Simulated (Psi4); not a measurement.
Approach curve of the dimer HCl ··· CH3Cl (SMILES Cl and CCl). Monomers: optimised at B3LYP-D3(BJ) (def2-TZVP), held rigid. Orientation: lowest of the rigid-body minima from ten starts at GFN2-xTB. The monomers approach along the line of their centres of mass (distance R); nothing else relaxes.

- PBE/def2-TZVP, counterpoise-corrected (Psi4)
- PBE-D3(BJ)/def2-TZVP, counterpoise-corrected (Psi4)
- PBE0-D3(BJ)/def2-TZVP, counterpoise-corrected (Psi4)
- SAPT0/jun-cc-pVDZ, frozen core (Psi4)

Interaction energies in kcal/mol; the last columns give the difference from SAPT0:

```json
[
 {"R / Å": "2.85", "PBE/def2-TZVP": "10.10", "PBE-D3(BJ)/def2-TZVP": "8.60", "PBE0-D3(BJ)/def2-TZVP": "9.42", "SAPT0/jun-cc-pVDZ": "12.53", "PBE/def2-TZVP − SAPT0/jun-cc-pVDZ": "-2.43", "PBE-D3(BJ)/def2-TZVP − SAPT0/jun-cc-pVDZ": "-3.93", "PBE0-D3(BJ)/def2-TZVP − SAPT0/jun-cc-pVDZ": "-3.11"},
 {"R / Å": "3.04", "PBE/def2-TZVP": "1.86", "PBE-D3(BJ)/def2-TZVP": "0.47", "PBE0-D3(BJ)/def2-TZVP": "1.12", "SAPT0/jun-cc-pVDZ": "4.02", "PBE/def2-TZVP − SAPT0/jun-cc-pVDZ": "-2.16", "PBE-D3(BJ)/def2-TZVP − SAPT0/jun-cc-pVDZ": "-3.55", "PBE0-D3(BJ)/def2-TZVP − SAPT0/jun-cc-pVDZ": "-2.91"},
 {"R / Å": "3.23", "PBE/def2-TZVP": "-1.70", "PBE-D3(BJ)/def2-TZVP": "-2.97", "PBE0-D3(BJ)/def2-TZVP": "-2.46", "SAPT0/jun-cc-pVDZ": "-0.05", "PBE/def2-TZVP − SAPT0/jun-cc-pVDZ": "-1.65", "PBE-D3(BJ)/def2-TZVP − SAPT0/jun-cc-pVDZ": "-2.92", "PBE0-D3(BJ)/def2-TZVP − SAPT0/jun-cc-pVDZ": "-2.41"},
 {"R / Å": "3.43", "PBE/def2-TZVP": "-3.00", "PBE-D3(BJ)/def2-TZVP": "-4.14", "PBE0-D3(BJ)/def2-TZVP": "-3.73", "SAPT0/jun-cc-pVDZ": "-1.92", "PBE/def2-TZVP − SAPT0/jun-cc-pVDZ": "-1.08", "PBE-D3(BJ)/def2-TZVP − SAPT0/jun-cc-pVDZ": "-2.22", "PBE0-D3(BJ)/def2-TZVP − SAPT0/jun-cc-pVDZ": "-1.81"},
 {"R / Å": "3.62", "PBE/def2-TZVP": "-3.17", "PBE-D3(BJ)/def2-TZVP": "-4.17", "PBE0-D3(BJ)/def2-TZVP": "-3.86", "SAPT0/jun-cc-pVDZ": "-2.54", "PBE/def2-TZVP − SAPT0/jun-cc-pVDZ": "-0.63", "PBE-D3(BJ)/def2-TZVP − SAPT0/jun-cc-pVDZ": "-1.63", "PBE0-D3(BJ)/def2-TZVP − SAPT0/jun-cc-pVDZ": "-1.32"},
 {"R / Å": "3.86", "PBE/def2-TZVP": "-2.81", "PBE-D3(BJ)/def2-TZVP": "-3.65", "PBE0-D3(BJ)/def2-TZVP": "-3.43", "SAPT0/jun-cc-pVDZ": "-2.56", "PBE/def2-TZVP − SAPT0/jun-cc-pVDZ": "-0.25", "PBE-D3(BJ)/def2-TZVP − SAPT0/jun-cc-pVDZ": "-1.09", "PBE0-D3(BJ)/def2-TZVP − SAPT0/jun-cc-pVDZ": "-0.87"},
 {"R / Å": "4.14", "PBE/def2-TZVP": "-2.21", "PBE-D3(BJ)/def2-TZVP": "-2.87", "PBE0-D3(BJ)/def2-TZVP": "-2.73", "SAPT0/jun-cc-pVDZ": "-2.17", "PBE/def2-TZVP − SAPT0/jun-cc-pVDZ": "-0.04", "PBE-D3(BJ)/def2-TZVP − SAPT0/jun-cc-pVDZ": "-0.70", "PBE0-D3(BJ)/def2-TZVP − SAPT0/jun-cc-pVDZ": "-0.55"},
 {"R / Å": "4.41", "PBE/def2-TZVP": "-1.68", "PBE-D3(BJ)/def2-TZVP": "-2.19", "PBE0-D3(BJ)/def2-TZVP": "-2.10", "SAPT0/jun-cc-pVDZ": "-1.73", "PBE/def2-TZVP − SAPT0/jun-cc-pVDZ": "0.05", "PBE-D3(BJ)/def2-TZVP − SAPT0/jun-cc-pVDZ": "-0.46", "PBE0-D3(BJ)/def2-TZVP − SAPT0/jun-cc-pVDZ": "-0.37"},
 {"R / Å": "4.93", "PBE/def2-TZVP": "-0.95", "PBE-D3(BJ)/def2-TZVP": "-1.24", "PBE0-D3(BJ)/def2-TZVP": "-1.22", "SAPT0/jun-cc-pVDZ": "-1.06", "PBE/def2-TZVP − SAPT0/jun-cc-pVDZ": "0.11", "PBE-D3(BJ)/def2-TZVP − SAPT0/jun-cc-pVDZ": "-0.18", "PBE0-D3(BJ)/def2-TZVP − SAPT0/jun-cc-pVDZ": "-0.16"},
 {"R / Å": "5.66", "PBE/def2-TZVP": "-0.44", "PBE-D3(BJ)/def2-TZVP": "-0.57", "PBE0-D3(BJ)/def2-TZVP": "-0.58", "SAPT0/jun-cc-pVDZ": "-0.56", "PBE/def2-TZVP − SAPT0/jun-cc-pVDZ": "0.12", "PBE-D3(BJ)/def2-TZVP − SAPT0/jun-cc-pVDZ": "-0.01", "PBE0-D3(BJ)/def2-TZVP − SAPT0/jun-cc-pVDZ": "-0.02"},
 {"R / Å": "6.67", "PBE/def2-TZVP": "-0.19", "PBE-D3(BJ)/def2-TZVP": "-0.24", "PBE0-D3(BJ)/def2-TZVP": "-0.25", "SAPT0/jun-cc-pVDZ": "-0.27", "PBE/def2-TZVP − SAPT0/jun-cc-pVDZ": "0.08", "PBE-D3(BJ)/def2-TZVP − SAPT0/jun-cc-pVDZ": "0.03", "PBE0-D3(BJ)/def2-TZVP − SAPT0/jun-cc-pVDZ": "0.02"},
 {"R / Å": "7.94", "PBE/def2-TZVP": "-0.09", "PBE-D3(BJ)/def2-TZVP": "-0.11", "PBE0-D3(BJ)/def2-TZVP": "-0.12", "SAPT0/jun-cc-pVDZ": "-0.13", "PBE/def2-TZVP − SAPT0/jun-cc-pVDZ": "0.04", "PBE-D3(BJ)/def2-TZVP − SAPT0/jun-cc-pVDZ": "0.02", "PBE0-D3(BJ)/def2-TZVP − SAPT0/jun-cc-pVDZ": "0.02"}
]
```

PBE/def2-TZVP is furthest from SAPT0/jun-cc-pVDZ at 2.85 (-2.43 kcal/mol, below); its mean absolute difference over the points is 0.72 kcal/mol.

PBE-D3(BJ)/def2-TZVP is furthest from SAPT0/jun-cc-pVDZ at 2.85 (-3.93 kcal/mol, below); its mean absolute difference over the points is 1.40 kcal/mol.

PBE0-D3(BJ)/def2-TZVP is furthest from SAPT0/jun-cc-pVDZ at 2.85 (-3.11 kcal/mol, below); its mean absolute difference over the points is 1.13 kcal/mol.
